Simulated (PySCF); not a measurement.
Computed shifts of a molecule C₃H₇AlO, HF/pcSseg-1 run with PySCF, GIAO, gas phase, atoms alike by connectivity averaged where their shifts nearly agree, in ppm (number of nuclei): ¹H: 7.03 (1), 6.72 (1), 6.68 (1), 4.43 (1), 3.97 (3). ¹³C: 158.2 (1), 149.1 (1), 51.2 (1). References: ¹H against TMS (σ = 31.99 ppm); ¹³C against TMS (σ = 192.6 ppm); ¹⁷O against H2O (σ = 333.0 ppm), references at their B3LYP-D3(BJ)/def2-TZVP geometries, non-relativistic. Coordinates come from a ωB97X-D3(BJ)/def2-SVP optimisation. Other conformers were not sampled.

Task: Which molecule gave these data?
A. C=[CH][Al]([CH3])[OH]
B. C=[CH][AlH][O]C
C. C=C[CH2][AlH][OH]

Result: B, C=[CH][AlH][O]C
